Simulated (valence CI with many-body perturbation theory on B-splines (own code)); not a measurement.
Ir44+: electric-dipole lines

Method: relativistic CI+MBPT: five valence electrons over a frozen Dirac-Fock core [Ar] 3d10, a basis of 11 s, 11 p, 10 d, 8 f, 5 g, 2 h functions for each j, with the one-electron correlation potential Σ1 (screened to all orders), the two-electron term Σ2, the three-electron term Σ3, Breit, model QED; selected single and double excitations, second order for the rest, scaled by the run's own slope (own B-spline code, finite nucleus).

No measured spectrum was set against this ion. As an estimate, large intervals hold to a few tenths of a per cent, small ones and those within an open d or f shell to about a per cent. Among the levels kept, up to 2200 cm⁻¹ of a level comes from second order outside the variational space, and about a tenth of that is noise between levels of different J, which matters for small intervals.

Lines 51 to 100 of 557 in falling wavelength, among levels below 45.458 Ry, chosen from the strongest by gf and those to the six lowest levels. Wavelengths and rates use the calculated energies. Electric multipoles are in the length gauge with retardation, E1 and E2 with the static RPA response of the core. Weak lines are less certain than strong ones. Lines between different terms over intervals too small for the method are left out, as are lines whose strength nearly cancels. Where a level lies close to another of its J and parity, the split of strength between their lines is uncertain. The highest levels of a list are the least certain.

Levels are named by their leading jj configuration (3d3/2^4 stands for four electrons in 3d with j = 3/2), which in mixed levels can hold well under half, so a name can repeat and another be missing. Letters in brackets count levels of one name in rising energy.

```tsv
λ vac (nm)	Upper	Lower	A (s⁻¹)	S (a.u.) with core polarisation	S without
10.62	(4s 4p1/2^2 4d3/2 4d5/2) J=5/2 [b]	(4s^2 4p1/2 4d3/2 4d5/2) J=7/2 [a]	1.60e+10	5.67e-02	6.02e-02
10.54	(4s 4p1/2 4p3/2^2 4d5/2) J=3/2 [e]	(4s^2 4p3/2^2 4d5/2) J=5/2 [b]	2.31e+10	5.34e-02	5.67e-02
10.51	(4s 4p1/2^2 4p3/2 4d3/2) J=3/2 [b]	(4s^2 4p1/2 4p3/2 4d3/2) J=5/2 [a]	1.89e+10	4.34e-02	4.60e-02
10.50	(4s 4p1/2^2 4p3/2^2) J=3/2	(4s^2 4p1/2 4p3/2^2) J=5/2	3.77e+10	8.60e-02	9.12e-02
10.45	(4p1/2^2 4p3/2^3) J=3/2	(4s 4p1/2 4p3/2^3) J=5/2	4.01e+10	9.03e-02	9.58e-02
10.30	(4s 4p1/2^2 4p3/2 4f5/2) J=7/2 [b]	(4s 4p1/2 4p3/2^2 4d3/2) J=9/2	2.30e+10	9.91e-02	1.05e-01
10.27	(4s 4p1/2^2 4p3/2 4d5/2) J=7/2 [b]	(4s^2 4p1/2 4p3/2 4d5/2) J=9/2	2.35e+10	1.00e-01	1.07e-01
10.26	(4s 4p1/2 4p3/2^3) J=3/2 [b]	(4s^2 4p3/2^3) J=3/2	2.36e+10	5.03e-02	5.35e-02
10.17	(4s 4p1/2 4p3/2^2 4d5/2) J=7/2 [c]	(4s^2 4p3/2^2 4d5/2) J=9/2	1.04e+10	4.34e-02	4.60e-02
10.04	(4s 4p1/2 4p3/2^2 4d5/2) J=9/2 [c]	(4s^2 4p3/2^2 4d5/2) J=9/2	2.37e+10	1.19e-01	1.26e-01
10.03	(4s 4p1/2^2 4p3/2 4d3/2) J=5/2 [b]	(4s^2 4p1/2 4p3/2 4d3/2) J=7/2	3.40e+10	1.02e-01	1.08e-01
10.03	(4p1/2^2 4p3/2^2 4d3/2) J=3/2	(4s 4p1/2 4p3/2^2 4d3/2) J=5/2 [a]	2.20e+10	4.39e-02	4.65e-02
10.01	(4s 4p1/2^2 4p3/2^2) J=3/2	(4s^2 4p1/2 4p3/2^2) J=3/2	1.30e+10	2.57e-02	2.72e-02
9.983	(4s 4p1/2^2 4p3/2 4f5/2) J=5/2 [b]	(4s^2 4p1/2 4p3/2 4f5/2) J=7/2	1.94e+10	5.71e-02	6.05e-02
9.952	(4s 4p1/2 4p3/2^2 4d5/2) J=7/2 [d]	(4s^2 4p3/2^2 4d5/2) J=9/2	1.88e+10	7.33e-02	7.79e-02
9.749	(4s 4p1/2^2 4p3/2 4d5/2) J=7/2 [b]	(4s^2 4p1/2 4p3/2 4d5/2) J=7/2 [a]	1.04e+10	3.80e-02	4.03e-02
9.651	(4s 4p1/2 4p3/2^2 4d5/2) J=5/2 [b]	(4s^2 4p3/2^2 4d3/2) J=7/2	1.74e+10	4.62e-02	4.90e-02
8.190	(4s^2 4p1/2 4p3/2 4d3/2) J=3/2 [a]	(4s^2 4p1/2 4p3/2^2) J=1/2	3.02e+09	3.27e-03	3.44e-03
8.177	(4s^2 4p1/2 4p3/2 4d3/2) J=1/2 [a]	(4s^2 4p1/2 4p3/2^2) J=1/2	2.57e+09	1.39e-03	1.46e-03
7.836	(4s^2 4p1/2 4p3/2 4d3/2) J=5/2 [a]	(4s^2 4p1/2 4p3/2^2) J=5/2	8.90e+09	1.27e-02	1.34e-02
7.814	(4s^2 4p1/2 4p3/2 4d3/2) J=3/2 [a]	(4s^2 4p1/2 4p3/2^2) J=5/2	9.54e+09	8.99e-03	9.47e-03
7.558	(4s^2 4p1/2 4p3/2 4d3/2) J=7/2	(4s^2 4p1/2 4p3/2^2) J=5/2	7.10e+08	1.21e-03	1.28e-03
7.545	(4s 4p1/2^2 4d3/2 4d5/2) J=7/2 [b]	(4s 4p1/2^2 4p3/2 4d5/2) J=7/2 [a]	2.32e+10	3.93e-02	4.15e-02
7.539	(4s^2 4p1/2 4p3/2 4d3/2) J=3/2 [a]	(4s^2 4p1/2 4p3/2^2) J=3/2	5.60e+09	4.74e-03	4.98e-03
7.528	(4s^2 4p1/2^2 4d3/2) J=3/2	(4s^2 4p1/2^2 4p3/2) J=3/2	1.73e+10	1.46e-02	1.54e-02
7.528	(4s^2 4p1/2 4p3/2 4d3/2) J=1/2 [a]	(4s^2 4p1/2 4p3/2^2) J=3/2	6.58e+09	2.77e-03	2.91e-03
7.425	(4s^2 4p1/2 4d3/2 4d5/2) J=9/2	(4s^2 4p1/2 4p3/2 4d5/2) J=9/2	1.58e+10	3.20e-02	3.36e-02
7.141	(4s^2 4p1/2 4p3/2 4d3/2) J=3/2 [b]	(4s^2 4p1/2 4p3/2^2) J=1/2	7.76e+08	5.57e-04	5.87e-04
7.005	(4s 4p1/2^2 4d3/2 4d5/2) J=9/2	(4s 4p1/2^2 4p3/2 4d5/2) J=9/2	3.62e+10	6.15e-02	6.47e-02
6.911	(4s 4p1/2^2 4d3/2 4d5/2) J=7/2 [b]	(4s 4p1/2^2 4p3/2 4d3/2) J=5/2 [b]	2.53e+10	3.30e-02	3.46e-02
6.909	(4s^2 4p1/2 4p3/2 4d3/2) J=5/2 [b]	(4s^2 4p1/2 4p3/2^2) J=5/2	2.68e+09	2.61e-03	2.77e-03
6.907	(4s^2 4p1/2 4p3/2 4d5/2) J=3/2 [a]	(4s^2 4p1/2 4p3/2^2) J=1/2	1.02e+09	6.66e-04	7.00e-04
6.853	(4s^2 4p1/2 4p3/2 4d3/2) J=3/2 [b]	(4s^2 4p1/2 4p3/2^2) J=5/2	7.54e+08	4.79e-04	4.89e-04
6.843	(4s^2 4p1/2^2 4f5/2) J=5/2	(4s^2 4p1/2^2 4d5/2) J=5/2	6.00e+09	5.69e-03	5.97e-03
6.770	(4s^2 4p1/2 4p3/2 4d5/2) J=7/2 [a]	(4s^2 4p1/2 4p3/2^2) J=5/2	8.85e+08	1.08e-03	1.14e-03
6.704	(4s 4p1/2^2 4p3/2 4d3/2) J=3/2 [a]	(4s^2 4p1/2^2 4d5/2) J=5/2	2.17e+09	1.29e-03	1.36e-03
6.697	(4s 4p1/2^2 4p3/2 4d3/2) J=5/2 [a]	(4s^2 4p1/2^2 4d5/2) J=5/2	3.37e+09	2.99e-03	3.13e-03
6.693	(4s^2 4p1/2 4p3/2 4d3/2) J=5/2 [b]	(4s^2 4p1/2 4p3/2^2) J=3/2	4.43e+09	3.93e-03	4.14e-03
6.672	(4s 4p1/2^2 4p3/2 4d3/2) J=7/2	(4s^2 4p1/2^2 4d5/2) J=5/2	1.51e+10	1.77e-02	1.84e-02
6.638	(4s^2 4p1/2 4p3/2 4d5/2) J=3/2 [a]	(4s^2 4p1/2 4p3/2^2) J=5/2	8.80e+09	5.08e-03	5.34e-03
6.606	(4s^2 4p1/2 4p3/2 4d3/2) J=1/2 [b]	(4s^2 4p1/2 4p3/2^2) J=3/2	1.04e+10	2.97e-03	3.12e-03
6.603	(4s 4p1/2^2 4p3/2 4f7/2) J=7/2 [b]	(4s 4p1/2^2 4p3/2 4d5/2) J=7/2 [b]	4.57e+10	5.20e-02	5.44e-02
6.572	(4s 4p1/2 4p3/2^2 4d5/2) J=3/2 [a]	(4s 4p1/2 4p3/2^3) J=5/2	6.50e+10	3.64e-02	3.83e-02
6.569	(4s 4p1/2^2 4d3/2 4d5/2) J=9/2	(4s^2 4p1/2^2 4f7/2) J=7/2	2.36e+10	3.30e-02	3.48e-02
6.567	(4s^2 4p1/2 4d3/2 4d5/2) J=7/2 [a]	(4s^2 4p1/2 4p3/2 4d3/2) J=7/2	3.91e+10	4.38e-02	4.60e-02
6.539	(4s 4p1/2^2 4p3/2 4f7/2) J=5/2	(4s 4p1/2^2 4p3/2 4d5/2) J=3/2 [a]	5.46e+10	4.52e-02	4.72e-02
6.539	(4s 4p1/2^2 4d3/2 4d5/2) J=1/2	(4s 4p1/2^2 4p3/2 4d3/2) J=1/2 [b]	1.13e+11	3.13e-02	3.29e-02
6.532	(4s^2 4p3/2 4d3/2 4d5/2) J=7/2 [b]	(4s^2 4p3/2^2 4d3/2) J=7/2	3.63e+10	4.00e-02	4.21e-02
6.531	(4s^2 4p1/2 4p3/2 4d5/2) J=5/2 [a]	(4s^2 4p1/2 4p3/2^2) J=5/2	7.36e+10	6.07e-02	6.38e-02
6.528	(4s^2 4p3/2 4d5/2^2) J=5/2	(4s^2 4p3/2^2 4d5/2) J=7/2	5.15e+10	4.24e-02	4.45e-02
```
